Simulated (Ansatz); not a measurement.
Reaction (formal hydrolysis of a B–C bond): `CNB(C)N` + H₂O → `CNB(N)O` + CH₄

Program: Ansatz. Geometries: PBE0-D4/def2-TZVP. ΔE: electronic, gas phase. CCSD(T)/CBS adds triple-zeta CCSD(T) − MP2 to the extrapolated MP2 energy (def2 sets, frozen cores). This one scheme is used for every species. Functionals use def2-TZVPP. One conformer a species, not always the lowest.

```tsv
level	ΔE (kJ/mol)
r2SCAN-D4	-110.3
ωB97X-V	-108.0
ωB97M-V	-107.7
MP2/def2-TZVPP	-105.6
```

**Question.** What does CCSD(T)/CBS give? (Estimate.)

**Answer.** Ansatz gave: -102.7 kJ/mol. The listed levels differ from it by -7.6, -5.3, -5.0, -2.9 kJ/mol.

Largest T1 diagnostic among the species: 0.010.

In def2-TZVPP, CCSD(T) changes the Hartree–Fock value by +19.3 kJ/mol (the triples alone add +1.9 kJ/mol) and MP2 by +19.9 kJ/mol. The D4 term adds +3.8 kJ/mol with B3LYP and +2.2 kJ/mol with PBE0; it sums over pairs of atoms, weighted by their polarisabilities, and B3LYP, whose exchange is more repulsive, gets the larger term.

B3LYP here is the variant with VWN-RPA as its local correlation; programs differ in this.
